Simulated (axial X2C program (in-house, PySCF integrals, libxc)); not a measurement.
RhTe⁺: properties at the nuclei

Calculated with an in-house all-electron X2C program for linear molecules (integrals from PySCF): two-component X2C with atomic mean-field Coulomb and Gaunt terms, Gaussian nuclei, basis Te dyall-cv3z, Rh dyall-cv3z with contracted cores.

R = 2.473 Å (near the PBE0 minimum at charge 1 of the determinant lowest at the starting distance; the state shown can have its own minimum elsewhere).

Determinant lowest in the PBE0 search, Ω = 4 (⟨Sz⟩ = 1.98, ⟨Lz⟩ = 2.02 at PBE0), spin on the atoms Te 0.96, Rh 1.02:

| level | Eeff magnitude (GV/cm) | Ws magnitude Te (kHz) | Ws magnitude Rh (kHz) | A∥/gI Te (MHz) | qzz Te (a.u.) | A∥/gI Rh (MHz) | qzz Rh (a.u.) |
| --- | --- | --- | --- | --- | --- | --- | --- |
| PBE0 | 4.02 | 0.181 | 0.249 | -210 | -4.02 | 426 | -1.00 |
| HF | 2.48 | 0.239 | 0.0339 | -184 | -8.56 | 173 | -1.52 |
| B3LYP | 4.83 | 0.289 | 0.262 | -174 | -2.99 | 470 | -0.94 |
| BP86 | 5.89 | 0.354 | 0.346 | -184 | -1.11 | 578 | -0.93 |
| LDA | 6.7 | 0.439 | 0.377 | -169 | -0.60 | 606 | -0.94 |

Determinant 0.41 eV from it at PBE0 and this distance, Ω = 3 (⟨Sz⟩ = 1.00, ⟨Lz⟩ = 2.00 at PBE0), spin on the atoms Te 0.02, Rh 0.97:

| level | Eeff magnitude (GV/cm) | Ws magnitude Te (kHz) | Ws magnitude Rh (kHz) | A∥/gI Te (MHz) | qzz Te (a.u.) | A∥/gI Rh (MHz) | qzz Rh (a.u.) |
| --- | --- | --- | --- | --- | --- | --- | --- |
| PBE0 | 3.67 | 0.0929 | 0.461 | -15.5 | -3.06 | 689 | -0.88 |
| HF | 2.71 | 0.11 | 0.303 | -4.02 | -8.45 | 366 | -1.47 |
| B3LYP | 3.82 | 0.116 | 0.473 | -15.9 | -2.48 | 734 | -0.87 |
| BP86 | 4.68 | 0.191 | 0.572 | -9.79 | -0.68 | 859 | -0.94 |
| LDA | 4.74 | 0.149 | 0.617 | -10.5 | -0.69 | 884 | -0.99 |

Eeff is the effective electric field on the electron electric dipole moment in this Ω state and Ws the scalar–pseudoscalar constant of the nucleus named (defined with the proton number Z and per Ω); A∥ (defined per Ω) follows by multiplying with gI = μI/(I μN); qzz is the electric field gradient, eQq0 = 234.96 MHz × Q/barn × qzz. The operators were transformed with the bare-nucleus X2C matrices; with these basis sets, hyperfine constants and field gradients can be off by tens of per cent, and where levels differ in sign neither size nor sign is settled.

Task: With gI(125Te) = -1.7770 (g factors from the IAEA table of nuclear moments by Stone), turn the PBE0 values of the first state into constants in MHz.

Result: A∥(125Te) = -210 × -1.7770 = 373 MHz.

Each state is one determinant with collinear spin, which with several unpaired electrons need not be a pure state. Unrestricted Hartree–Fock can overshoot spin polarisation at the nuclei. With several open shells hyperfine constants can be off by a factor of several. Where Eeff spreads by more than a factor of two the levels disagree and none is to be relied on. Open-shell Ω = 0 determinants with evenly filled partner blocks cannot be reached by this program, so the Ω shown need not be the lowest component. States lie within half an eV, so the first need not be the ground state. Further determinants of the search, some of them spin-mixed, are not shown. Where a field gradient or hyperfine factor spreads by more than a factor of two over the levels, a constant derived from it is not to be relied on. PBE0 term energies can be off by some tenths of an eV.
